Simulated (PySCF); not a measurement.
# Reading the logs of faulty runs: Al2H2N2

All numbers below are calculated, not measured. They come from PySCF 2.14.0, an open-source quantum chemistry program, on an isolated molecule that a program drew, which may never have been made. The molecule is Al2H2N2 (charge 0, singlet), drawn as the SMILES string `[NH]=[Al][NH][Al]`.

Each row is a Hartree-Fock (HF) and frozen-core CCSD(T) single point in the cc-pV(D+d)Z basis, meant for a local HF minimum. Run 1 is clean. Each other run has one planted mistake out of seven kinds, and not every kind appears here: one electron removed, one electron added, multiplicity raised by two, geometry at a saddle point, minimal basis STO-3G, one bond length entered in bohr, all coordinates scaled. The reference is restricted for singlets and unrestricted otherwise, and also for a bond in bohr. Adding or removing an electron swaps singlet and doublet. Electrons count all cores. HOMO and LUMO are orbital energies over both spins, the gradient is its largest component, and the lowest frequency (negative if imaginary) is given only where the gradient is small. Bond lengths are over the 5 bonds as drawn. T1 is the CCSD diagnostic: over 0.02 (restricted) or 0.045 (unrestricted) a single reference is doubtful.

Geometry of the clean run:
```xyz
6
Al2H2N2, angstrom
N    -1.8810    1.8229   -0.9107
Al   -0.4137    1.2057   -0.9307
N     1.2137    0.5225   -1.0439
Al    2.3019    0.1214   -2.4491
H    -2.7912    2.2091   -0.8786
H     1.6164    0.3145   -0.1363
```

| run | electrons | basis functions | <S^2> | HOMO (eV) | LUMO (eV) | gradient (hartree/bohr) | lowest frequency (cm^-1) | mean bond (Å) | longest bond (Å) | T1 | HF (hartree) | CCSD(T) (hartree) | mistake |
|---|---|---|---|---|---|---|---|---|---|---|---|---|---|
| 1 | 42 | 84 | 0.000 | -8.69 | 0.89 | 3.4e-05 | 97 | 1.4373 | 1.822 | 0.0218 | -593.90564 | -594.39220 | no fault |
| 2 | 41 | 84 | 0.757 | -12.33 | -7.26 | 3.7e-02 | - | 1.4373 | 1.822 | 0.0830 | -593.61396 | -594.07270 | one electron removed |
| 3 | 42 | 84 | 0.000 | -8.56 | 0.83 | 2.9e-02 | - | 1.4847 | 1.882 | 0.0236 | -593.89833 | -594.39237 | all coordinates scaled |
| 4 | 42 | 84 | 0.921 | -8.50 | -0.10 | 1.9e-02 | - | 1.6178 | 1.917 | 0.0681 | -593.77589 | -594.25719 | ? |

**Which mistake was planted in run 4, and what did it cost?**

The mean bond changes by a factor of 1.126 and the longest by 1.052, so the molecule wasn't scaled as a whole. A length L in bohr read as angstrom grows by (1/0.5292 - 1) L = 0.890 L. The 5 bonds together grew by 5 x 0.1805 = 0.902 Å, which gives L = 1.014 Å. That is bond N3-H6, 1.015 Å in the clean geometry. So the mistake is: one bond length entered in bohr. Subtracting run 1 and multiplying by 627.51 kcal/mol a hartree, the energy moved by 81.4 kcal/mol in HF and 84.7 kcal/mol in CCSD(T).

Cautions from the logs. Run 1: T1 is over the limit, so its CCSD(T) energy is less reliable; run 2: T1 is over the limit, so its CCSD(T) energy is less reliable; run 3: T1 is over the limit, so its CCSD(T) energy is less reliable; run 4: T1 is over the limit, so its CCSD(T) energy is less reliable.
